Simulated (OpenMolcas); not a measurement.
Cu2+ (d9) among equal point charges was computed by CASSCF with the d shell active (OpenMolcas, ANO-RCC-VTZP on the metal). Its lowest spin-free states, and all those of the highest spin:

| 2S+1 | Degeneracy | E (cm-1) |
| --- | --- | --- |
| 2 | 1 | 0.0 |
| 2 | 1 | 9674 |
| 2 | 2 | 32758 |
| 2 | 1 | 34442 |

Q: Is the site octahedral, tetrahedral or cube-like, axial, or of lower symmetry?

A: The states with 2S+1 = 2 have orbital degeneracies 1, 1, 2, 1. There are pairs but no triples, so the site is axial: not cubic, but with a proper or improper axis of order three or more. The run had Cu2+ among 4 point charges of -3 e arranged as a square (D4h), 1.56 Å from the ion. The active orbitals were held to one l.

This is an electrostatic model: the charges have no orbitals. No measured value stands beside these numbers.
